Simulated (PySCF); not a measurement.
C2H9B2N.
Z-matrix (Å and degrees, PBE0-D3(BJ)/def2-SVP geometry), rows numbered from 1:
```
B 
N   1  1.4228
B   2  1.4229  1  120.91
C   2  1.4676  1  119.59  3  -178.36
C   4  1.5165  2  112.15  1    90.23
H   1  1.2053  2  119.50  3    -0.18
H   1  1.2107  2  119.02  3   179.94
H   3  1.2109  2  119.12  1  -179.98
H   3  1.2051  2  119.48  1     0.20
H   4  1.1006  2  108.75  1  -147.86
H   4  1.1005  2  108.66  1   -31.55
H   5  1.1012  4  110.87  2   -60.66
H   5  1.1005  4  110.87  2   179.24
H   5  1.1013  4  110.82  2    59.20
```

A calculation gives these core lines: B 1s: 195.85 eV; C 1s: 290.89 (area 1), 291.72 (area 1) eV; N 1s: 405.12 eV.

Method used: delta-SCF UKS SCAN, pcX-2 on the ionised atom, pcseg-1 elsewhere, spin-free X2C in PySCF 2.14.0. The structure is a single PBE0-D3(BJ)/def2-SVP conformer in the gas phase; no vibrational or solvent corrections.

Problem. Order the carbon atoms by C 1s binding energy.

Solution. 290.89 eV: C5 (methyl carbon); 291.72 eV: C4 (sp3 carbon bound to nitrogen). Lowest listed C 1s: C5, bonded to C and 3 H. Highest, 0.83 eV above it: C4, bonded to N, C and 2 H. Summing the Pauling electronegativity differences to the bonded atoms, each weighted by its formal bond order, gives -1.05 for the lowest site and -0.21 for the highest.

Bonded neighbours of each site: B1/B3: N and 2 H; N2: C and 2 B; C4: N, C and 2 H; C5: C and 3 H.

Problem. Which photon wavelength matches the C 1s of C5 threshold?

Solution. λ = hc/E = 12398.42 eV Å / 290.89 eV = 42.622 Å.

The first atom of each set that the bonding makes equivalent was ionised and stands for the set. Spin contamination (⟨S²⟩ against 0.75 for a pure doublet) is marked for B 1s of B1/B3 (0.90), which makes this value less certain.

The run took 26 s of wall time on one thread of an Arm Neoverse V1, shared host with 32 logical CPUs at a one-minute load of 10, and the process peaked at 0.50 GiB of memory.
